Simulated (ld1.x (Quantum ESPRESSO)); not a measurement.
Configuration tests for mercury (Hg) (ultrasoft)

mercury (Hg), ultrasoft, made with ld1.x (Quantum ESPRESSO) 7.5 (PBE, scalar-relativistic). Core [Xe] 4f14 5d10, reference 6s1.5 6p0 (charge +0.5). Waves: 6s (bound): rcut 2.20, rcutus 2.70 bohr; 6s channel at 0.4 Ry: rcut 2.20, rcutus 2.70 bohr; 6p (bound, empty): rcut 1.75, rcutus 2.25 bohr; 6p channel at 3 Ry: rcut 1.75, rcutus 2.25 bohr; 6d channel at 0.1 Ry: rcut 1.90, rcutus 2.35 bohr; 6d channel at 1.4 Ry: rcut 1.90, rcutus 2.35 bohr. Local part: all-electron potential smoothed inside 2.40 bohr (lloc = -1). Core correction: Bessel-smoothed model core, default radius (core density twice the valence density). Augmentation charge: PSQ, inside the norm-conserving radii.

Energies are relative to the spin-unpolarised reference configuration 6s1.5 6p0; without spin polarisation the order of configurations can differ from experiment. Not all tests gave a result: test run stopped at test 4 of 5 (negative rho).

```tsv
valence configuration	charge	ΔE all-electron (eV)	error AE − PS (meV)
6s2 6p0	0	-4.356	-47
6s1 6p0	+1	6.331	-64
6s1 6p1	0	1.683	-6.5
```

Note: ghost state, extra bound levels that the all-electron valence spectrum of the same l lacks: d at -14.2 eV. A true bound ghost makes a file unfit for plane-wave use.
